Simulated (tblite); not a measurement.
HO₂ (SMILES [O]O), doublet, at a GFN2-xTB geometry; GFN1-xTB run with tblite 0.6.0.

Here is a job for tblite.
```
$ tblite run mol.xyz --method gfn1 --charge 0 --spin 1 --etemp 2000 --json tblite.json --no-restart

# file mol.xyz
3

O      0.06734955     0.70545160    -0.04079075
O      0.02832837    -0.59600105    -0.02035813
H     -0.76542330    -0.87560443     0.48919096
```

Output, abridged:

```
xTB calculator
 | screened Coulomb repulsion
 | Coulomb electrostatics
 |  * isotropic Klopman-Ohno-Mataga-Nishimoto electrostatics
 |  * onsite third-order electrostatics
 | DFT-D3(BJ) dispersion correction

halogen bonding energy    0.0000000000000E+00 Eh
repulsion energy          1.9718360720748E-02 Eh
dispersion energy        -1.9821264864393E-04 Eh
number of electrons       1.3000000000000E+01 e
integral cutoff           1.9731147476801E+01 bohr

------------------------------------------------------------
  cycle        total energy    energy error   density error
------------------------------------------------------------
      1     -9.686389772268  -9.7059099E+00   4.1063855E-01
      2     -9.714369694386  -2.7979922E-02   2.3488017E-01
      3     -9.717949002970  -3.5793086E-03   8.7353541E-02
      4     -9.718950166898  -1.0011639E-03   2.0021869E-02
      5     -9.718986459905  -3.6293007E-05   2.1990433E-03
      6     -9.718988433207  -1.9733020E-06   2.6012018E-05
      7     -9.718988433436  -2.2942004E-10   9.5819266E-06
------------------------------------------------------------

electronic energy        -9.7385085815085E+00 Eh
total energy             -9.7189884334364E+00 Eh

Post processing:
 | Mayer-Wiberg bond orders

[Info] JSON dump of results written to 'tblite.json'
```
